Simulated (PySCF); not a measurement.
## The second ionisation energy along the 4p block

All values are computed (PySCF 2.14, energy differences of UHF-based or UKS calculations, no spin-orbit coupling). Values in eV. The last column holds reference values (NIST; (s) semi-empirical, (t) theoretical, else measured). Unmarked ones compare directly (S terms, centres of terms, or small fine structure); those marked * lie between the lowest fine-structure levels and include a spin-orbit shift.

```
                                 element                         configurations     UHF  MP2 (valence and next inner shell)  SCS-MP2 (valence and next inner shell)  CCSD (valence and next inner shell)  SCS-MP2 (valence)  CCSD(T) (valence)        reference
Ga (aug-cc-pwCVDZ-PP with ECP10MDF, ECP)          [Ar] 3d10 4s2 → [Ar] 3d10 4s1  18.758                              20.202                                  20.202                               20.245             19.579             19.753           20.515
Ge (aug-cc-pwCVDZ-PP with ECP10MDF, ECP)      [Ar] 3d10 4s2 4p1 → [Ar] 3d10 4s2  15.230                              15.524                                  15.463                               15.564             15.390             15.507           15.789
As (aug-cc-pwCVDZ-PP with ECP10MDF, ECP)  [Ar] 3d10 4s2 4p2 → [Ar] 3d10 4s2 4p1  17.969                              18.378                                  18.269                               18.354             18.190             18.303         18.589 *
Se (aug-cc-pwCVDZ-PP with ECP10MDF, ECP)  [Ar] 3d10 4s2 4p3 → [Ar] 3d10 4s2 4p2  20.830                              21.341                                  21.169                               21.232             21.089                n/a  21.196 ± 0.01 *
Br (aug-cc-pwCVDZ-PP with ECP10MDF, ECP)  [Ar] 3d10 4s2 4p4 → [Ar] 3d10 4s2 4p3  20.163                              20.716                                  20.713                               20.721             20.659             20.680           21.409
Kr (aug-cc-pwCVDZ-PP with ECP10MDF, ECP)  [Ar] 3d10 4s2 4p5 → [Ar] 3d10 4s2 4p4  23.242                              23.968                                  23.914                               23.882             23.855             23.853         24.360 *
```

| method | elements | mean error (eV) | mean absolute error (eV) | largest error (eV) |
| --- | --- | --- | --- | --- |
| UHF | 3 | -1.187 | 1.187 | -1.757 |
| MP2 (valence and next inner shell) | 3 | -0.423 | 0.423 | -0.692 |
| SCS-MP2 (valence and next inner shell) | 3 | -0.445 | 0.445 | -0.695 |
| CCSD (valence and next inner shell) | 3 | -0.394 | 0.394 | -0.688 |
| SCS-MP2 (valence) | 3 | -0.694 | 0.694 | -0.936 |
| CCSD(T) (valence) | 3 | -0.591 | 0.591 | -0.762 |

Errors include the incompleteness of the basis and the frozen core.

"Valence" correlates the outer s and p shells and, in groups 3 to 12 and the f block, the outer d or f shell, open or full, or the next shell where the ion has no valence electron left; the wider scheme adds the next inner shell.
